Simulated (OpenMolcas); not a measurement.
**C, Si, Ge, Sn, Pb: ns2 np2 down the group**

| Item | Value |
| --- | --- |
| Program | OpenMolcas 26.06 |
| Method | CASSCF |
| Basis | ANO-R2 |
| Scalar Hamiltonian | X2C, finite nucleus |
| Spin-orbit coupling | state interaction with AMFI integrals over the reference wave functions, term energies averaged over their components |

Active space for each ion: 2 electrons in 3 orbitals (p).

Computed levels in cm-1 above 3P0:

| Level | C | Si | Ge | Sn | Pb |
| --- | --- | --- | --- | --- | --- |
| 3P1 | 15.4 | 66.6 | 471 | 1369 | 6245 |
| 3P2 | 46.2 | 196 | 1251 | 3089 | 9840 |
| 1D2 | 12616 | 8902 | 9423 | 10356 | 19919 |
| 1S0 | 30925 | 21884 | 21977 | 21803 | 31024 |
| weight of 3P in the lowest level (%) | 100 | 100 | 100 | 98 | 90 |

Mixed levels, with the weight of the term that names them: Pb 3P2 (71 %), Pb 1D2 (71 %).

Measured, with the error of the calculation in %. Measured levels: C, Si, Ge, Sn, Pb from NIST Handbook of Basic Atomic Spectroscopic Data.

```csv
Level,C,Si,Ge,Sn,Pb
3P1,16.4 (-6.0),77.1 (-13.7),557 (-15.5),1692 (-19.1),7819 (-20.1)
3P2,43.4 (+6.3),223 (-12.3),1410 (-11.2),3428 (-9.9),10650 (-7.6)
1D2,10193 (+23.8),6299 (+41.3),7125 (+32.2),8613 (+20.2),21458 (-7.2)
1S0,21648 (+42.9),15394 (+42.2),16367 (+34.3),17162 (+27.0),29467 (+5.3)
```

The fine-structure level 3P2 changes by a factor of 213 from C to Pb.

Without spin-orbit coupling 1D lies 12585, 8770, 8501, 7703, 7488 cm-1 above 3P in that order; the difference to the level 1D2, of either sign, comes from spin-orbit coupling, which also lowers the zero.

With the s shell closed, the reference lacks s² → p² mixing. Without dynamic correlation excited terms often stand tens of per cent too high (terms of higher spin than the ground term too low), and those without a measured partner can miss by more than the paired ones (holds for C; Si; Ge). Measured partners are found by configuration, term and J. A level has none where our copy of the source lacks it or the pairing is in doubt (some pairs that miss far off the trend of their configuration count as doubtful), and it then counts in no deviation. Where the source uses jj or jK labels, the order within each J decides. Levels of configurations outside the active space are missing.
